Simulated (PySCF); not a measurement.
GeS, SMILES [S]=[Ge] (connectivity only; charge and spin as stated), neutral, multiplicity 1.

Geometry: B3LYP-D3(BJ)/def2-TZVP.

Calculation: PySCF with B3LYP/def2-TZVPD.

Isolated molecule, no solvent.

Computed frontier levels, gap, dipole moment and polarisability:
highest occupied level: -7.70 eV
lowest empty level: -2.64 eV
orbital gap: 5.06 eV
dipole moment: 2.25 D
quadrupole, principal values (traceless, Buckingham form, about the centre of nuclear charge): -2.19, 1.09, 1.09 D·Å
mean static polarisability: 53.1 bohr³ (7.87 Å³)
polarisability, principal values: 42.8, 42.8, 73.8 bohr³
